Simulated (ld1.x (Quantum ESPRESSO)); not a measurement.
Which change was made? (C, TM)

```
Element                 : carbon
Generator               : ld1.x (Quantum ESPRESSO) 7.5
Type                    : norm-conserving Troullier–Martins (Kleinman–Bylander form)
Functional              : LDA (PZ)
Relativity              : scalar-relativistic
Frozen core             : [He]
Valence charge          : 4
Reference configuration : 2s2 2p2
Partial waves           : 2s (bound): rc 1.10 bohr; 2p (bound): rc 2.10 bohr
Local potential         : all-electron potential smoothed inside 1.65 bohr (lloc = -2)
Core correction         : Bessel-smoothed model core, default radius (core density twice the valence density)
```

Cutoffs, loose and tight: the cutoffs (Ry, on a coarse ladder) from which the occupation-weighted sum of valence levels, in a spherical-Bessel basis at the reference potential, stays within 10 and 1 mRy of its value at 400 Ry. They do not see the model core or the augmentation charge, which bear on the density cutoff. Test errors are all-electron minus pseudo excitation energies from the reference, over the configurations 2s2 2p1; 2s2 2p0; 2s1 2p0; 2s1 2p2; 2s0 2p4; 2s1 2p3; 2s2 2p2.3 (two spin-polarised tests are not counted in the largest error); variants that change the core or the reference have their own tests.

The base gives: outcome: generated; cutoff, loose: 35 Ry; cutoff, tight: 90 Ry; bound ghosts: s; largest test error (meV): +420.

Task: After one change the result is: outcome: generated; cutoff, loose: 35 Ry; cutoff, tight: 90 Ry; bound ghosts: none; largest test error (meV): +625. Which change was it?
A. wave 2p (bound): rc 2.10 bohr becomes 2p (bound): rc 3.20 bohr
B. local potential all-electron potential smoothed inside 2.48 bohr (lloc = -2)
C. all radii but the core radius scaled by about 1.29 (s 1.42, p 2.70 bohr); local potential all-electron potential smoothed inside 2.12 bohr (lloc = -2)

Result: B. The others give: all radii but the core radius scaled by about 1.29 (s 1.42, p 2.70 bohr); local potential all-electron potential smoothed inside 2.12 bohr (lloc = -2) → outcome: generated; cutoff, loose: 30 Ry; cutoff, tight: 60 Ry; bound ghosts: none; largest test error (meV): +1527 | wave 2p (bound): rc 2.10 bohr becomes 2p (bound): rc 3.20 bohr → outcome: generated; cutoff, loose: 35 Ry; cutoff, tight: 90 Ry; bound ghosts: s; largest test error (meV): +2396.
